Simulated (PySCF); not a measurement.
**Broadened absorption spectrum of C7H8O3**

Compound: C₇H₈O₃.
Z-matrix (Å and degrees, PBE0-D3(BJ)/def2-SVP geometry), rows numbered from 1:
```
C 
C   1  1.4968
O   2  1.1969  1  126.49
O   2  1.3588  1  109.88  3   179.46
C   4  1.3494  2  121.46  1  -178.68
C   5  1.3625  4  136.41  2    -0.75
C   6  1.4350  5  104.42  4   179.94
C   7  1.3629  6  107.28  5    -0.17
C   8  1.4797  7  134.07  6  -179.44
O   5  1.3400  4  111.82  2   179.13
H   1  1.1004  2  109.55  3  -114.40
H   1  1.0952  2  109.34  3     5.96
H   1  1.0991  2  110.35  3   127.74
H   6  1.0836  5  126.43  4    -0.30
H   7  1.0880  6  126.77  5   179.95
H   9  1.1023  8  111.58  7   116.52
H   9  1.1017  8  111.40  7  -123.39
H   9  1.0976  8  109.73  7    -3.43
```

Computed, not measured: PySCF 2.14.0, density-fitted response routines, TDDFT B3LYP/def2-SVPD, vertical, gas phase, core orbitals frozen in the response.

Each state is given a Gaussian of 0.5 eV full width at half maximum, with ε(max) = 2.175×10⁸ f / Δν̃ (Δν̃ the width in cm⁻¹). The cross-section is σ = 3.8235×10⁻²¹ ε cm², given in Mb (10⁻¹⁸ cm²). The width is an assumption, not a result. The curve ends short of the highest state used, and states not computed would add to its high-energy end.

(λ (nm), σ (Mb)): (188.0, 5.71), (190.3, 7.04), (192.5, 9.12), (194.7, 12.19), (197.0, 16.54), (199.2, 21.49), (201.5, 26.59), (203.7, 30.24), (205.9, 31.72), (208.2, 30.55), (210.4, 27.16), (212.6, 22.38), (214.9, 16.96), (217.1, 12.20), (219.3, 8.31), (221.6, 5.33), (223.8, 3.42), (226.0, 2.23), (228.3, 1.58), (230.5, 1.40), (232.8, 1.66), (235.0, 2.41), (237.2, 3.79), (239.5, 6.07), (241.7, 9.21), (243.9, 13.35), (246.2, 18.70), (248.4, 24.56), (250.6, 30.77), (252.9, 37.13), (255.1, 42.52), (257.4, 46.91), (259.6, 49.52), (261.8, 50.38), (264.1, 49.41), (266.3, 46.87), (268.5, 43.08), (270.8, 38.19), (273.0, 33.05), (275.2, 27.84), (277.5, 22.64), (279.7, 18.11), (281.9, 14.16), (284.2, 10.69), (286.4, 7.99), (288.7, 5.78), (290.9, 4.15), (293.1, 2.93), (295.4, 2.00), (297.6, 1.37), (299.8, 0.92), (302.1, 0.60), (304.3, 0.39), (306.5, 0.25), (308.8, 0.16), (311.0, 0.10)

Problem. Locate the maxima and give the states behind the curve.

Solution. 262 nm (4.74 eV), ε about 13000, made up of S1 (100%); 206 nm (6.02 eV), ε about 8300, made up of S5 (97%) (ε in L mol⁻¹ cm⁻¹; maxima over ε = 5, shares over 10%). The states used: S1 4.74 eV (f 0.244); S2 5.47 eV (f 0.0022); S3 5.71 eV (f 0.0010); S4 5.84 eV (f 0.0012); S5 6.01 eV (f 0.149); S6 6.43 eV (f 0.023); S7 6.48 eV (f 0.0004); S8 6.70 eV (f 0.0018); S9 6.98 eV (f 0.026); S10 7.19 eV (f 0.014).

Problem. On this curve, what absorbance would a 10⁻⁵ mol/L sample give at 222 nm over a 1 cm path?

Solution. 222 nm is 5.585 eV, where ε is about 1300 L mol⁻¹ cm⁻¹, so A = ε c l ≈ 0.013 (Beer–Lambert, with the gas-phase spectrum and the assumed width).

Problem. Coming from long wavelengths, where does ε first pass 100 L mol⁻¹ cm⁻¹?

Solution. At about 304 nm (4.07 eV), 0.66 eV below S1.

Problem. Does any computed singlet lie in the visible range?

Solution. No computed singlet lies in the visible range (380 to 750 nm); the lowest, at 262 nm, stands 1.47 eV above its violet end (3.26 eV).

All these states lie below the vertical ionisation energy of 8.01 eV (ΔSCF).

One conformer stands for the species.
